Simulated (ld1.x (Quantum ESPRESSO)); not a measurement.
What one change does to a pseudopotential (Ti, RRKJ)

Ti, norm-conserving RRKJ (Kleinman–Bylander form), made with ld1.x (Quantum ESPRESSO) 7.5 (BP86, scalar-relativistic). Core [Ne], reference 3s2 3p6 3d2 4s0 4p0 (charge +2). Waves: 3p (bound): rc 1.30 bohr; 3d (bound): rc 2.55 bohr; 3s (bound): rc 1.65 bohr. Local part: the s channel. Core correction: a·sin(br)/r model core inside 0.90 bohr.

All-electron outer shells of the reference configuration (BP86, scalar-relativistic, ld1.x):

| shell | level (eV) | outermost node (bohr) | outermost maximum (bohr) |
| --- | --- | --- | --- |
| 2p | -460.39 | – | 0.22 |
| 3s | -78.57 | 0.40 | 0.87 |
| 3p | -54.80 | 0.37 | 0.90 |
| 3d | -19.71 | – | 0.97 |
| 4s | -16.63 | 1.23 | 2.58 |
| 4p | -12.08 | 1.35 | 3.03 |

Change: reference 3s2 3p6 3d2 4s2 4p0 (4s counted twice).

Cutoffs: the cutoffs (Ry, on a coarse ladder) from which the occupation-weighted sum of valence levels, in a spherical-Bessel basis at the reference potential, stays within 10 and 1 mRy of its value at 400 Ry; they do not see the model core or the augmentation charge, which bear on the density cutoff. Errors are all-electron minus pseudo energies relative to the spin-unpolarised reference configuration.

Problem. What does the change do?

Solution. The potential gets neither clearly harder nor softer (70 Ry and 90 Ry → 70 Ry and 90 Ry); the miss of the reference levels goes from 0.00 to 0.69 eV; the range in which the p phases agree widens (upper end -1.3 → -0.2); the range in which the d phases agree widens (upper end -0.4 → 0.8); neither file shows a bound ghost at the reference potential, the only one tested. In the changed file ld1.x takes every shell without a wave as core, so the model core holds the 4s electrons as well and exchange and correlation see them twice. This cancels in the reference configuration, but the file is broken for other ones, and its errors say nothing about a proper core correction.

| quantity | base | changed |
| --- | --- | --- |
| cutoff, loose | 70 Ry | 70 Ry |
| cutoff, tight | 90 Ry | 90 Ry |
| bound ghosts | none | none |
| largest miss of a reference level, eV | 0.00 | 0.69 |
| largest error over its own tests, meV | +2442 | -4553 |
| s: phases at 2.76 bohr within 0.05 rad from the reference energy up to (Ry; the scan ends near 5) | n/a | -1.0 |
| p: phases at 2.76 bohr within 0.05 rad from the reference energy up to (Ry; the scan ends near 5) | -1.3 | -0.2 |
| d: phases at 2.76 bohr within 0.05 rad from the reference energy up to (Ry; the scan ends near 5) | -0.4 | 0.8 |

Changed file: These tests converged, but a pseudo level misses the all-electron one widely, so the file describes the atom poorly there or has found another state: 3s2 3p6 3d2 4s0 4p0: empty 4s by 3.1 eV; 3s2 3p6 3d1 4s0 4p0: empty 4s by 4.2 eV (a node warning on the way).
